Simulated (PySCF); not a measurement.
A calculated (r2SCAN0, PySCF 2.14, aug-cc-pV(5+d)Z, no relativity, point nucleus) atom or ion has these occupied shells.

```json
{"shell": "1s α", "electrons": "1", "orbital energy (eV)": "-2779.7", "rms radius, mean of both spins (bohr)": "0.106"}
{"shell": "1s β", "electrons": "1", "orbital energy (eV)": "-2779.4", "rms radius, mean of both spins (bohr)": "0.106"}
{"shell": "2s α", "electrons": "1", "orbital energy (eV)": "-264.40", "rms radius, mean of both spins (bohr)": "0.484"}
{"shell": "2s β", "electrons": "1", "orbital energy (eV)": "-264.24", "rms radius, mean of both spins (bohr)": "0.484"}
{"shell": "2p α", "electrons": "3", "orbital energy (eV)": "-201.19", "rms radius, mean of both spins (bohr)": "0.453"}
{"shell": "2p β", "electrons": "3", "orbital energy (eV)": "-200.87", "rms radius, mean of both spins (bohr)": "0.453"}
{"shell": "3s α", "electrons": "1", "orbital energy (eV)": "-24.416", "rms radius, mean of both spins (bohr)": "1.67"}
{"shell": "3s β", "electrons": "1", "orbital energy (eV)": "-22.365", "rms radius, mean of both spins (bohr)": "1.67"}
{"shell": "3p α", "electrons": "3", "orbital energy (eV)": "-10.881", "rms radius, mean of both spins (bohr)": "2.01"}
{"shell": "3p β", "electrons": "2", "orbital energy (eV)": "-9.821", "rms radius, mean of both spins (bohr)": "2.01"}
```

(1) Name the element and its charge.

Answers

(1) Cl (chlorine, neutral), in [Ne] 3s2 3p5, 2P determinant.
